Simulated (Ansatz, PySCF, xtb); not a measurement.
Energy difference R1 + R2 → P1 + P2, each structure at its B3LYP-D3(BJ)/def2-TZVP stationary point, reached from a drawn start (curvature not checked).
R1, C2H6Zn (SMILES [CH3][Zn][CH3]) (charge 0, multiplicity 1):
```xyz
9

C      1.9543    -0.0866     0.0378
Zn     0.0002     0.0024    -0.0042
C     -1.9543     0.0873    -0.0390
H      2.3387    -0.6600    -0.8086
H      2.3933     0.9126    -0.0056
H      2.3016    -0.5670     0.9551
H     -2.3788    -0.3658     0.8595
H     -2.3542    -0.4446    -0.9051
H     -2.3008     1.1218    -0.0900
```
P1, CH4 (SMILES C) (charge 0, multiplicity 1):
```xyz
5

C      0.000     0.000     0.000
H     -0.711    -0.284    -0.774
H      0.116     1.083     0.007
H     -0.367    -0.332     0.970
H      0.963    -0.467    -0.203
```
R2, H2S (SMILES S) (charge 0, multiplicity 1, Z-matrix in Å and degrees):
```
S
H 1 1.3425
H 1 1.3425 2 92.52
```
P2: CH4SZn (SMILES [CH3][Zn][SH]), charge 0, multiplicity 1.

```csv
level,reaction energy (kcal/mol)
GFN2-xTB,-34.08
HF/def2-SVP,-32.36
HF/def2-QZVPP,-33.78
SVWN5/def2-TZVPP,-27.42
BLYP-D4/def2-TZVPP,-28.68
revPBE/def2-TZVPP,-28.86
r2SCAN-D4/def2-TZVPP,-30.12
B3LYP/def2-TZVPP,-29.55
B3LYP-D4/def2-TZVPP,-29.64
PBE0/def2-TZVPP,-29.79
PBE0-D4/def2-TZVPP,-29.84
M06-2X/def2-TZVPP,-31.24
MP2/def2-TZVPP,-28.65
MP2/def2-QZVPP,-29.46
"MP2/CBS(def2-TZVPP, def2-QZVPP)",-29.97
CCSD/def2-SVP,-27.62
CCSD/def2-QZVPP,-29.69
CCSD(T)/def2-SVP,-27.22
CCSD(T)/def2-TZVPP,-28.43
"CCSD(T)/CBS(def2-TZVPP, def2-QZVPP)",-30.12
```

P less R. No zero-point or thermal terms; no spin–orbit coupling.

Correlated levels freeze the cores. CBS: X⁻³ extrapolation of the correlation energy, Hartree–Fock from the larger set.

Run with Ansatz (a first-principles code) with Gaussian orbitals; PySCF for M06-2X and the D3/D4 terms; xtb for the GFN methods. No computed number here is a measurement.
